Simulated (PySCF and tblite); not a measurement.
The numbers below are computed, except where a source is named.
System: C₅H₁₃NSi, numbered as in [CH3:1][Si:2]([CH3:3])([CH3:4])[N:5]1[CH2:6][CH2:7]1.

Level: BP86/pcSseg-1 + D3(BJ) on GFN2-xTB stationary points, with GFN2-xTB thermal terms. Rates follow Eyring's equation with the number of equivalent paths and no tunnelling. Programs: tblite and PySCF.

Task: Estimate the barrier and the room-temperature rate of the pyramidal inversion at N5.

Result: The electronic barrier is 3.2 kcal/mol and ΔG‡(298 K) 2.9 kcal/mol, over a C1 saddle with an imaginary mode of 168i cm⁻¹ (GFN2-xTB). With 2 equivalent paths, k is 1×10¹¹ s⁻¹, a mean lifetime of the start of 10 ps against this motion.
